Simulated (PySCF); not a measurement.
C3H5ClOSi, SMILES O[SiH2]C(=C=C)Cl.

Geometry: B3LYP-D3(BJ)/def2-SVP. This is a generated structure with no PubChem entry under its InChIKey; it may be hypothetical. One conformer was computed; it need not be the lowest.

Method: PySCF with B3LYP-D3(BJ)/def2-SVP.

Frequencies are harmonic and unscaled.

| mode | ν (cm⁻¹) | IR (km/mol) | Raman (Å⁴/amu) | depolarisation | moving atoms (share of kinetic energy) |
|---|---|---|---|---|---|
| 1 | 63 | 2.0 | 0.6 | 0.73 | H 31 %, O 31 %, Si 23 %, Cl 9 % |
| 2 | 85 | 5.7 | 3.2 | 0.71 | C 36 %, O 31 %, H 23 % |
| 3 | 165 | 28.2 | 6.4 | 0.74 | H 36 %, C 29 %, Cl 19 %, Si 14 % |
| 4 | 186 | 35.1 | 3.5 | 0.74 | C 32 %, H 32 %, Cl 21 %, Si 8 % |
| 5 | 207 | 35.4 | 1.9 | 0.75 | C 46 %, H 40 %, Cl 8 % |
| 6 | 280 | 38.9 | 3.7 | 0.61 | O 44 %, Cl 16 %, Si 15 %, H 15 %, C 10 % |
| 7 | 390 | 2.4 | 1.7 | 0.74 | C 62 %, H 37 % |
| 8 | 486 | 28.1 | 15.1 | 0.17 | Si 38 %, C 37 %, Cl 16 % |
| 9 | 515 | 22.4 | 4.2 | 0.18 | C 70 %, Cl 21 % |
| 10 | 604 | 1.8 | 4.0 | 0.75 | H 84 %, C 15 % |
| 11 | 652 | 75.9 | 1.3 | 0.65 | H 74 %, Si 14 %, C 9 % |
| 12 | 726 | 22.3 | 15.1 | 0.75 | H 93 % |
| 13 | 817 | 139.8 | 4.5 | 0.43 | H 55 %, O 36 %, Si 8 % |
| 14 | 856 | 125.7 | 19.5 | 0.70 | C 63 %, H 28 % |
| 15 | 879 | 54.3 | 0.1 | 0.68 | H 74 %, C 26 % |
| 16 | 899 | 38.2 | 6.9 | 0.68 | H 56 %, O 29 %, Si 14 % |
| 17 | 933 | 287.0 | 7.3 | 0.42 | H 48 %, C 23 %, Si 22 % |
| 18 | 974 | 94.0 | 13.9 | 0.75 | H 84 %, Si 12 % |
| 19 | 993 | 0.0 | 0.3 | 0.75 | H 63 %, C 37 % |
| 20 | 1217 | 6.6 | 37.8 | 0.32 | C 67 %, H 32 % |
| 21 | 1444 | 3.7 | 19.2 | 0.62 | H 65 %, C 35 % |
| 22 | 2049 | 41.7 | 6.1 | 0.38 | C 99 % |
| 23 | 2222 | 136.5 | 166.4 | 0.22 | H 97 % |
| 24 | 2273 | 103.5 | 167.8 | 0.21 | H 97 % |
| 25 | 3114 | 0.6 | 279.6 | 0.14 | H 95 % |
| 26 | 3200 | 0.0 | 158.7 | 0.75 | H 89 %, C 11 % |
| 27 | 3873 | 72.5 | 56.9 | 0.26 | H 94 % |
